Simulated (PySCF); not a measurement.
Problem. Write Cartesian coordinates for `CO[C@@H](C)C(C)=S` as optimised with GFN2-xTB.

Solution. 
```xyz
17
C5H10OS angstrom
C      2.0758   -0.6504   -0.2045
O      1.0604    0.1863   -0.7013
C      0.1804    0.6571    0.2990
C     -0.6366    1.8050   -0.3019
C     -0.7596   -0.4243    0.7856
C     -1.4138   -1.2617   -0.2520
S     -1.0582   -0.6004    2.3709
H      1.6657   -1.5490    0.2714
H      2.6994   -0.1223    0.5268
H      2.6837   -0.9369   -1.0602
H      0.7562    1.0325    1.1604
H      0.0249    2.6336   -0.5372
H     -1.1146    1.4718   -1.2185
H     -1.3910    2.1370    0.4062
H     -2.3082   -0.7463   -0.6082
H     -0.7493   -1.3994   -1.1040
H     -1.7221   -2.2206    0.1577
```

Orientation and origin are arbitrary. Atoms count from 1 in this order. O2 (ether oxygen) is bent (angle 113.4°). The C–C distances run from 1.485 Å (C5–C6, drawn single) to 1.532 Å (C3–C4, drawn single), a spread of 0.047 Å. Of the pairs four or more bonds apart, O2···H16 is among the closest relative to their van der Waals radii: 2.44 Å, 90 % of the sum of Bondi's values.

Bonds between heavy atoms (Å): C1–O2 1.406, O2–C3 1.413, C3–C4 1.532, C3–C5 1.513, C5–C6 1.485, C5=S7 1.623.

Structure optimised with GFN2-xTB, isolated species.

Point group: C1 (no symmetry element, even within 0.4 Å). No frequency check. The numbers are those of one conformer (C1–O2–C3–C4 166°, O2–C3–C5–C6 -46°).

All values are computed, not measured.
